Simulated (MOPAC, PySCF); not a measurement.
C$_{2}$H$_{7}$ClSi, SMILES `C([SiH2]Cl)C` (C–C–Si–Cl torsion 61°), neutral singlet in the gas phase. 

Z-matrix (Å, degrees):
```
C
H 1 1.0952
H 1 1.0972 2 106.11
C 1 1.5256 2 110.78 3 -120.24
H 4 1.0922 1 111.21 2 -61.89
H 4 1.0924 5 107.68 1 -122.21
H 4 1.0930 5 107.46 6 -115.62
Si 1 1.8635 2 107.94 3 114.19
H 8 1.4838 1 111.68 2 -55.95
H 8 1.4848 9 109.73 1 123.88
Cl 8 2.0641 9 107.34 10 115.90
```
Charge 0, spin multiplicity 1.

All levels are single points at this geometry (PBE0-D4/def2-TZVP); Pople sets use spherical d functions. Orbital energies aren't observables, and empty levels follow the basis.

```tsv
level	HOMO (eV)	LUMO (eV)	gap (eV)	dipole (D)	vertical IE, Delta-SCF (eV)
B3LYP-D3(BJ)/def2-TZVP in PySCF	-8.24	0.23	8.48	1.89	10.44
PBE-D3(BJ)/def2-TZVP in PySCF	-7.15	-0.44	6.71	1.85	10.06
PBE0-D4/def2-TZVP in PySCF	-8.46	0.45	8.91	1.92	10.48
B3LYP/3-21G in PySCF	-8.19	0.28	8.48	2.84	–
B3LYP/6-31G* in PySCF	-8.12	0.37	8.49	2.27	10.40
B3LYP/LANL2DZ in PySCF	-8.23	0.29	8.51	2.72	–
BP86/6-31G* in PySCF	-7.13	-0.37	6.77	2.25	–
SVWN5/6-31G* in PySCF	-7.08	-0.55	6.52	2.29	–
HF/6-31G* in PySCF	-11.62	3.77	15.39	2.44	10.46
AM1 in MOPAC	-11.02	-0.26	10.76	1.98	–
PM3 in MOPAC	-10.07	-0.09	9.98	2.52	–
PM6 in MOPAC	-10.34	-0.36	9.98	1.94	–
PM7 in MOPAC	-11.01	-0.25	10.76	2.76	–
```
